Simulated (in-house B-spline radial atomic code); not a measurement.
Configurations of Br⁺, with energies counted from [Ar] 3d10 4s2 (4p1/2)2 (4p3/2)2. Computed with a radial B-spline atomic code at the basis-set limit: Dirac-Hartree-Fock, average of each configuration as written, Fermi nucleus of rms radius 4.1629 fm. Energies include first-order Breit, QED and recoil terms.

Occupations are held fixed; configurations that lie above the ionisation limit could autoionise.

| configuration | E - E(ref) (eV) | highest orbital | its <r> (bohr) |
| --- | --- | --- | --- |
| [Ar] 3d10 4s2 (4p1/2)1 (4p3/2)2 8s1 | 20.058 | 8s1/2 | 22.55 |
| [Ar] 3d10 4s2 (4p1/2)2 (4p3/2)1 (7d5/2)1 | 20.109 | 7d5/2 | 23.55 |
| [Ar] 3d10 4s2 (4p1/2)2 (4p3/2)1 (6g9/2)1 | 20.228 | 6g9/2 | 21.99 |
| [Ar] 3d10 4s2 (4p3/2)3 (8d5/2)1 | 21.739 | 8d5/2 | 32.53 |
| [Ar] 3d10 4s1 (4p3/2)4 (5p1/2)1 | 31.414 | 5p1/2 | 5.678 |
| [Ne] 3s2 (3p1/2)1 (3p3/2)4 3d10 4s2 (4p1/2)2 (4p3/2)2 (7g9/2)1 | 212.43 | 7g9/2 | 31.74 |

Order these further configurations by energy, lowest first.
A. [Ar] (3d3/2)3 (3d5/2)6 4s2 (4p3/2)4 7s1
B. [Ar] 3d10 4s2 (4p3/2)3 (4f7/2)1
C. [Ar] 3d10 4s2 (4p3/2)3 (7g7/2)1
D. [Ar] 3d10 4s1 (4p1/2)2 (4p3/2)2 (4f7/2)1
E. [Ar] 3d10 4s1 (4p3/2)4 (7d5/2)1

B (19.517 eV), C (21.83 eV), D (33.177 eV), E (36.586 eV), A (88.77 eV).

How far above the reference does [Ar] 3d10 4s1 (4p1/2)1 (4p3/2)3 (4d5/2)1 lie?

29.254 eV; its least bound orbital is 4d5/2 with <r> = 3.661 bohr.
